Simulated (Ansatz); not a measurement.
`[SiH3]OB(S)S` and `COB(S)O[SiH3]` differ in one atom or group.

Ansatz, PBE0-D4/def2-TZVP geometries, multiplicity 1. Each molecule was computed in one conformer, which needn't be the lowest.

```
                                        property  `[SiH3]OB(S)S`
           HOMO energy (ωB97M-V/def2-TZVPP) / eV           -9.56
  size of the dipole moment (PBE/def2-TZVPP) / D            0.92
               LUMO energy (PBE/def2-TZVPP) / eV           -1.13
             HOMO–LUMO gap (PBE/def2-TZVPP) / eV            5.09
size of the dipole moment (B3LYP/def2-TZVPP) / D            0.92
               HOMO energy (PBE/def2-TZVPP) / eV           -6.23
```

(1) What does the change do to each property? (An estimate is asked.)

## Answers

(1) The calculation gave: 
| property | `COB(S)O[SiH3]` | shift |
| --- | --- | --- |
| HOMO energy (ωB97M-V/def2-TZVPP) / eV | -9.64 | -0.08 |
| size of the dipole moment (PBE/def2-TZVPP) / D | 1.59 | 0.67 |
| LUMO energy (PBE/def2-TZVPP) / eV | -0.90 | 0.23 |
| HOMO–LUMO gap (PBE/def2-TZVPP) / eV | 5.28 | 0.19 |
| size of the dipole moment (B3LYP/def2-TZVPP) / D | 1.61 | 0.69 |
| HOMO energy (PBE/def2-TZVPP) / eV | -6.17 | 0.06 |

Dipoles are sizes alone; their direction can turn.

B3LYP here is the variant with VWN-RPA as its local correlation; programs differ in this.
